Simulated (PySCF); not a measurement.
CH6AlNO (SMILES C[O][AlH][NH2]), singlet, geometry from GFN2-xTB (such geometries of metal compounds can be far from the true shape). Base run: PBE/6-31G, polarisability run with PySCF.

Input for PySCF:
```python
from pyscf import gto, scf, dft
from pyscf.prop import polarizability

mol = gto.Mole()
mol.atom = '''
    Al    0.067651    0.000744    0.838158
    H     0.176361   -1.053347    1.917491
    O    -0.042740   -0.619083   -0.685586
    C    -0.135613   -1.147055   -1.975269
    H    -0.064157   -0.348056   -2.717488
    H     0.674053   -1.860934   -2.146872
    H    -1.092065   -1.660920   -2.101609
    N     0.064633    1.733555    1.244128
    H     0.135476    2.103227    2.181809
    H    -0.005960    2.510474    0.598025
'''
mol.basis = '6-31g'
mol.charge = 0
mol.spin = 0
mol.verbose = 3
mol.build()

mf = dft.RKS(mol)
mf.xc = 'pbe'
mf.kernel()
alpha = mf.Polarizability().polarizability()[2, 2]
print('alpha_zz =', alpha)
```

Each row names what was changed in the base input (with any setting that the change needs).

| change | alpha_zz (bohr³) | basis functions | core-seconds (rough) |
|---|---|---|---|
| base | 49.12 | 52 | 10 |
| basis = 6-31+G* | 53.41 | 88 | 30 |
| basis = def2-SVP | 50.14 | 90 | 20 |
| finite field (a.u.) = 2e-4; conv_tol = 1e-6 | 14.12 | 52 | 6 |
| functional = hf | 39.17 | 52 | 1 |
| finite field (a.u.) = 0.001; conv_tol = 1e-6 | 49.02 | 52 | 10 |
| basis = def2-SVPD | 60.58 | 135 | 40 |
| finite field (a.u.) = 2e-4; conv_tol = 1e-11 | 49.12 | 52 | 10 |
| finite field (a.u.) = 0.02; conv_tol = 1e-11 | 49.50 | 52 | 20 |
| basis = 6-31G* | 49.50 | 72 | 20 |
| functional = pbe0 | 45.50 | 52 | 10 |
| basis = STO-3G | 33.57 | 30 | 8 |

Finite-field rows take the second difference of the energy in a field along z; a small field with loose convergence shows SCF noise divided by the square of the field, and a large one adds hyperpolarisability.
